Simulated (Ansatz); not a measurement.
## Ne, singlet: CASSCF and its corrections

Program: Ansatz, Gaussian basis, development build. Basis aug-cc-pVTZ, nonrelativistic, 1 orbital frozen in the corrections. State-specific CASSCF; RHF is the lowest restricted (open-shell) Hartree–Fock solution met. Solutions may break the symmetry of the shape. The lowest solution met needn't be the lowest there is, nor hold the orbitals that a chemist would pick.

System: a free atom or ion.

Question: What do CASSCF and its corrections give against RHF in CAS(6,6), and what are the occupations?

Answer: CASSCF -2.431 eV, SC-NEVPT2 -6.993 eV; occupations 1.99, 1.99, 1.99, 0.01, 0.01, 0.01.
